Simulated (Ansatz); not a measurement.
```xyz
29

C     1.619   -1.030   -2.488
C     0.602    0.054   -2.803
C    -0.844   -0.363   -2.555
C    -1.161   -0.792   -1.128
C    -0.893    0.274   -0.080
C    -1.309   -0.154    1.320
C    -0.976    0.857    2.420
C     0.350    0.617    3.135
C     1.584    0.662    2.249
H     2.630   -0.712   -2.751
H     1.623   -1.286   -1.425
H     1.402   -1.947   -3.045
H     0.702    0.349   -3.852
H     0.833    0.952   -2.219
H    -1.095   -1.186   -3.235
H    -1.503    0.469   -2.830
H    -0.590   -1.694   -0.876
H    -2.215   -1.087   -1.076
H     0.168    0.542   -0.084
H    -1.433    1.192   -0.347
H    -2.388   -0.343    1.310
H    -0.844   -1.119    1.559
H    -1.768    0.845    3.175
H    -0.983    1.868    1.995
H     0.455    1.362    3.931
H     0.306   -0.356    3.639
H     2.495    0.550    2.842
H     1.579   -0.139    1.506
H     1.653    1.612    1.711
```

Total charge 0; spin multiplicity 1.

Task: List the B3LYP/def2-TZVPP orbital energies in eV (Ansatz 0.2.0). (An estimate is asked.)

Result: Ansatz gave: Occupied: -276.54, -276.50, -276.47, -276.46, -276.46, -276.42, -276.41, -276.38, -276.36, -22.23, -21.65, -20.65, -19.53, -18.45, -17.25, -16.29, -15.36, -15.00, -13.15, -12.64, -12.35, -12.11, -11.68, -11.24, -10.92, -10.78, -10.31, -10.20, -9.82, -9.58, -9.35, -9.06, -8.78, -8.70, -8.61, -8.40, -8.19. Lowest empty: 0.74, 1.15, 1.31, 1.40, 1.80, 2.20, 2.27, 2.61.

B3LYP here is the variant with VWN-RPA as its local correlation; programs differ in this.
